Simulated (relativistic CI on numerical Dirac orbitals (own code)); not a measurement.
# d1 to d9 in one octahedral field

Computed with a parametric ligand-field model without spin-orbit coupling, by exact diagonalisation: B = 490, C = 1900, 10Dq = 28400 cm⁻¹ (Oh; |10Dq|/B = 58.0) for every shell. Energies in cm⁻¹; the field energy is (0.6 n_e − 0.4 n_t2) × 10Dq of the ground term; g labels are left out. So small a B with so large a field is typical of 4d and 5d ions, where spin-orbit coupling, left out here, reaches 1,000 to 4,000 cm⁻¹.

| Shell | Ground term | Electrons in e | Field energy | First spin-allowed bands | Lowest term of other spin |
| --- | --- | --- | --- | --- | --- |
| d1 | 2T2 | 0.000 | -11360 | 2E 28400 |  |
| d2 | 3T1 | 0.008 | -22497 | 3T2 27191, 3T1 33333 | 1T2 6899 |
| d3 | 4A2 | 0.000 | -34080 | 4T2 28400, 4T1 33925 | 2E 9608 |
| d4 | 3T1 | 0.012 | -45103 | 3E 26497, 3T1 26955 | 1T2 5931 |
| d5 | 2T2 | 0.023 | -56147 | 2A2 25748, 2T1 25927 | 4T1 19044 |
| d6 | ? | ? | ? | ? | ? |
| d7 | 2E | 1.011 | -50803 | 2T1 26855, 2T2 27326 | 4T1 18972 |
| d8 | 3A2 | 2.000 | -34080 | 3T2 28400, 3T1 33925 | 1E 7670 |
| d9 | 2E | 3.000 | -17040 | 2T2 28400 |  |

(1) Fill in the row of d6.

Results:

(1) Ground term: 1A1; Electrons in e: 0.017; Field energy: -67676; First spin-allowed bands: 1T1 26964, 1T2 34057; Lowest term of other spin: 3T1 22949. Low spin: d4, d5, d6, d7; the other shells keep the spin of the free ion. Only d4 to d7 can choose; the field needed to pair spins is smallest for d6 and largest for d5, which loses most exchange energy. In the strong-field picture 10Dq must exceed about 6B + 5C = 12440 (d4), 7.5B + 5C = 13175 (d5), 2.5B + 4C = 8825 (d6) and 4B + 4C = 9560 (d7); mixing of terms shifts these bounds somewhat.
